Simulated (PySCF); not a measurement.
Si(F)2(NCO)(OH) (CHF₂NO₂Si), SMILES O=C=N[Si](O)(F)F.

Geometry optimised at PBE-D3(BJ)/def2-SVP. This is a generated structure with no PubChem entry under its InChIKey; it may be hypothetical. The values are those of a single conformer.

Method: SMD-PBE0/6-31G* (PySCF).

Solvation free energies are E(SMD) − E(gas) at the gas-phase geometry, for 1 M in both phases. In vacuum the dipole moment is 2.22 D.

Computed solvation free energies in water, chloroform, diethylether:
| solvent | ΔG(solv) (kcal/mol) | its non-electrostatic (CDS) part | dipole (D) |
|---|---|---|---|
| water | -1.9 | 6.7 | 2.79 |
| chloroform | -3.2 | 1.5 | 2.52 |
| diethylether | -4.2 | -0.9 | 2.43 |
